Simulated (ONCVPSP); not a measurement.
Potentials for Te (Z = 52) compared

Generated with ld1.x 7.5 (TM, RRKJ, ultrasoft, PAW), atompaw 4.2 or ONCVPSP 4.0.1. The cutoff is in Ry: for ld1.x and atompaw files where the sum of valence levels is converged to 10 mRy in a Bessel basis, for ONCV files where the hardest occupied wave has 1 mHa per electron of residual kinetic energy. The error is the largest all-electron minus pseudo excitation energy over each file’s own four to seven test configurations (ionisations up to +4, promotions, holes and added fractions of an electron), all of which were solved. The labels leave out finer settings (local radius, basis sizes, second energies), which also bear on the numbers. Spin-polarised tests are not counted. The rows are a selection from randomly drawn settings: files with unsolved tests, undetermined cutoffs or missed reference levels are left out.

A true bound ghost makes a file unfit for plane-wave use even where its test errors are small: the radial tests pick states by their node count and pass the ghost by.

```tsv
potential	cutoff (Ry)	largest error (meV)	bound ghosts
ONCV, PBEsol, fully relativistic, rc 1.10/1.55/1.25 (spd), local smoothed, core correction no, reference 4s2 4p6 4d10 5s2 5p3.75, qcut 12.1/8.4/10, projectors 2/2/2	106	-2.9	d3/2
ONCV, LDA (Perdew-Zunger), scalar-relativistic, rc 1.20/1.30/1.24 (spd), local smoothed, core correction yes, reference 4s2 4p6 4d10 5s2 5p4, qcut 7.8/12.8/10.6, projectors 2/2/2	107	-89	none
ONCV, LDA (Perdew-Wang 92), scalar-relativistic, rc 1.65/1.70/1.15 (spd), local smoothed, core correction yes, reference 4d10 5s2 5p4, qcut 3.5/4.3/15.9, projectors 3/2/1	127	+7.3	s
ONCV, LDA (Perdew-Zunger), scalar-relativistic, rc 1.90/1.90 (sp), local smoothed, core correction no, reference 5s2 5p4, qcut 3/5.2, projectors 2/2	43	+78	none
```

Q: Fill in the row for Te: ONCV, PBEsol, scalar-relativistic, rc 1.30/1.10/1.50 (spd), local smoothed, core correction yes, reference 4s2 4p6 4d10 5s2 5p1, qcut 12.2/12.4/11.9, projectors 2/2/2.

A: cutoff 112 Ry, largest error -91 meV, bound ghosts: none.

Q: Fill in the row for Te: ONCV, PBE, fully relativistic, rc 1.50/1.20/1.00 (spd), local smoothed, core correction no, reference 4s2 4p6 4d10 5s2 5p4, qcut 8.4/10.9/9.8, projectors 2/2/2.

A: cutoff 103 Ry, largest error +10 meV, bound ghosts: s.
